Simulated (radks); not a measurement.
The numbers below are computed, except where a source is named.
How relativity changes the ionisation of neutral silicon ([Ne] 3s2 3p2) to Si+ ([Ne] 3s2 3p1). Spin-unpolarised spherical Kohn-Sham, PBE, point nucleus unless stated (finite: rms radius 3.1224 fm), a radial shooting solver on a logarithmic mesh with Libxc functionals. A level marked "c x" has the speed of light scaled by that factor and shares open shells by 2j + 1; other Dirac levels either fill j = l - 1/2 first or share by 2j + 1.

level                               E(Si) (hartree)  E(Si+) (hartree)  IE (eV)   HOMO  <r> HOMO (bohr)
non-rel.                                 -289.20275        -288.91791    7.751     3p            2.794
scalar-rel.                              -289.83684        -289.55240    7.740     3p            2.795
scalar-rel., finite nucleus              -289.83665        -289.55220    7.740     3p            2.795
Dirac, 2j+1 shares                       -289.83722        -289.55277    7.740  3p3/2            2.798
Dirac, low j first                       -289.83876        -289.55378    7.755  3p1/2            2.791
Dirac, 2j+1 shares, finite nucleus       -289.83702        -289.55258    7.740  3p3/2            2.798
Dirac, c x 1.25                          -289.60805        -289.32347    7.744  3p3/2            2.797
Dirac, c x 3                             -289.27293        -288.98813    7.750  3p3/2            2.795
Dirac, c x 10                            -289.20907        -288.92423    7.751  3p3/2            2.794

NIST Atomic Spectra Database: 8.152 eV (measured). The relativistic part of the total energy of Si is -0.6343 hartree (Dirac, 2j+1 shares, finite nucleus), 0.22 % of the non-relativistic value. Spin polarisation and multiplet splitting of open shells are left out at every level.

Beside tabulated values, note that spin-unpolarised runs miss the spin-polarisation part of the exchange energy of open shells.
